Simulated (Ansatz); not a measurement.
Cost and result up the ladder for (ZnSe)4 cube (Zn4Se4) (8 atoms). Total charge 0; singlet. Geometry: PBE-D4/def2-SVP.

| atom | x (Å) | y (Å) | z (Å) |
| --- | --- | --- | --- |
| Zn1 | 1.2137 | 0.7009 | 0.9302 |
| Se2 | -0.5048 | 2.3911 | 0.3446 |
| Zn3 | -1.4746 | 0.1529 | 0.7948 |
| Se4 | 0.1219 | -1.1384 | 2.1864 |
| Zn5 | 0.3441 | -1.6297 | -0.2348 |
| Se6 | 2.1635 | -0.2243 | -1.1661 |
| Zn7 | -0.0831 | 0.7759 | -1.4902 |
| Se8 | -1.7806 | -1.0284 | -1.3648 |

Ansatz on 4 threads of Arm Neoverse V1 on a shared host. Times are rough, and most runs start from the orbitals of an earlier one. r2SCAN0-D4/def2-TZVP serves as the yardstick here, not as an exact answer. Differences are given only for rows in sets of like size (and for xTB, whose basis is part of the method), since another set adds its own error. Binding counts from free atoms at the same level (Zn singlet, Se triplet; other spins of the atoms weren't run), without zero-point energy or a counterpoise term.

The 6-31G sets use Cartesian d functions. B3LYP takes the VWN-RPA correlation. Correlated methods freeze 72 core orbitals; core or outer-core shells of Se are correlated, in sets that lack core-valence functions. The rows differ in basis, and correlated rows in double-zeta sets carry the largest basis error.

Correlated methods converge slowly with the basis, most of all in double-zeta sets.

| level | functions | binding energy per atom (eV) | difference from r2SCAN0-D4/def2-TZVP (eV) |
| --- | --- | --- | --- |
| HF/6-31G | 232 | 1.26 | – |
| r2SCAN-D4/def2-TZVP | 384 | 2.29 | 0.04 |
| PBE0-D4/def2-SVP | 252 | 2.41 | – |
| RPA@PBE/def2-SVP | 252 | 1.73 | – |
| MP2/def2-SVP | 252 | 2.19 | – |
| r2SCAN0-D4/def2-TZVP | 384 | 2.25 | 0.00 |
| HF/STO-3G | 144 | 2.48 | – |
| LDA (SPW92)/def2-TZVP | 384 | 2.69 | 0.44 |
| B3LYP-D4/6-31G | 232 | 2.23 | – |
| PBE-D4/def2-SVP | 252 | 2.45 | – |
| PBE0-D4/def2-TZVP (with forces) | 384 | 2.23 | -0.02 |
| PBE-D4/def2-TZVP | 384 | 2.22 | -0.03 |

Question: Estimate how long each takes.

Answer: PBE-D4/def2-SVP 9 s; LDA (SPW92)/def2-TZVP 11 s; HF/6-31G 16 s; PBE-D4/def2-TZVP 19 s; B3LYP-D4/6-31G 22 s; RPA@PBE/def2-SVP 23 s; PBE0-D4/def2-SVP 25 s; MP2/def2-SVP 30 s; r2SCAN-D4/def2-TZVP 41 s; PBE0-D4/def2-TZVP (with forces) 69 s; r2SCAN0-D4/def2-TZVP 82 s; HF/STO-3G 88 s. On shared hardware such times vary by a factor of up to 3.
